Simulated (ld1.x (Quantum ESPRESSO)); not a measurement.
# Ranking RRKJ potentials for palladium

All share these settings but for the change named:

| Item | Value |
| --- | --- |
| Element | Pd |
| Generator | ld1.x (Quantum ESPRESSO) 7.5 |
| Type | norm-conserving RRKJ (Kleinman–Bylander form) |
| Functional | LDA (PZ) |
| Relativity | scalar-relativistic |
| Frozen core | [Ar] 3d10 |
| Valence charge | 18 |
| Reference configuration | 4s2 4p6 4d9 5s0 5p0 (charge +1) |
| Partial waves | 4s (bound): rc 1.35 bohr; 4d (bound): rc 1.20 bohr; 4p (bound): rc 1.30 bohr |
| Local potential | the p channel |
| Core correction | Bessel-smoothed model core inside 0.70 bohr |
| rho0 | 0.005 |

Cutoff: the first of the cutoffs (Ry, on a coarse ladder) from which the occupation-weighted sum of valence levels, in a spherical-Bessel basis at the reference potential, stays within 10 and 1 mRy of its value at 400 Ry; the density cutoff is not measured.

The base gives 110 Ry.

Of 8 variants that were run, those that failed, showed a ghost or another fault, or gave nearly equal values are left out.

A variant can come out equal or close to the base.

Rank these variants from softest to hardest (loose cutoff).
A. wave 4d (bound): rc 1.20 bohr becomes 4d (bound): rc 1.22 bohr
B. wave 4d (bound): rc 1.20 bohr becomes 4d (bound): rc 0.76 bohr
C. wave 4d (bound): rc 1.20 bohr becomes 4d (bound): rc 1.06 bohr
D. wave 4d (bound): rc 1.20 bohr becomes 4d (bound): rc 1.34 bohr

D (80 Ry), A (110 Ry), C (140 Ry), B (300 Ry).
